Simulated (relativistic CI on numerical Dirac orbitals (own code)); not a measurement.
# Radial parameters of Ho²¹⁺

Calculated at this level of theory: Dirac-Coulomb-Breit CI, KLI orbitals optimised for each configuration, model QED (radiative potential, 1s self-energy scaled to tabulated hydrogen-like ionisation energies), unscaled Slater integrals (own radial code, finite nucleus).

Slater integrals F^k, G^k are unscaled and averaged over j, outside the closed core [Ar] 3d10; ζ comes from projecting the Hamiltonian with its Breit term on Σ l·s of the shell.

- 4s2 4p6 4d9 4f: ζ(4d) = 28413, F^2(4d,4f) = 185280, F^4(4d,4f) = 121010, G^1(4d,4f) = 205260, G^3(4d,4f) = 136670, G^5(4d,4f) = 98994, ζ(4f) = 3926.5 cm⁻¹; <r>(4d) = 0.5358, <r^2>(4d) = 0.3286, <r>(4f) = 0.5353, <r^2>(4f) = 0.3301 (bohr units).
- 4s2 4p5 4d10 4f: ζ(4p) = 245070, F^2(4p,4f) = 191340, G^2(4p,4f) = 163040, G^4(4p,4f) = 116430, ζ(4f) = 3921.1 cm⁻¹; <r>(4p) = 0.5173, <r^2>(4p) = 0.3029, <r>(4f) = 0.5352, <r^2>(4f) = 0.33 (bohr units).
- 4s2 4p6 4d9 5s: ζ(4d) = 28882, G^2(4d,5s) = 28883 cm⁻¹; <r>(4d) = 0.5323, <r^2>(4d) = 0.3243, <r>(5s) = 0.9355, <r^2>(5s) = 0.9745 (bohr units).

Averages of the first 10 configurations, taken without configuration mixing, which lowers the lowest level and can move excited configurations by several eV; other configurations of the list can lie among them:

| Configuration | Parity | States | Average energy above the lowest level (eV) |
| --- | --- | --- | --- |
| 4s2 4p6 4d10 | even | 1 | 0.1 |
| 4s2 4p6 4d9 4f | odd | 140 | 167.4 |
| 4s2 4p5 4d10 4f | even | 84 | 334.2 |
| 4s2 4p6 4d9 5s | even | 20 | 231.8 |
| 4s 4p6 4d10 4f | odd | 28 | 451.5 |
| 4s2 4p6 4d9 5p | odd | 60 | 275.4 |
| 4s2 4p6 4d9 5d | even | 100 | 336.7 |
| 4s2 4p5 4d10 5s | odd | 12 | 399.7 |
| 4p6 4d10 4f2 | even | 91 | 905.1 |
| 4p6 4d9 4f3 | odd | 3640 | 1072.5 |
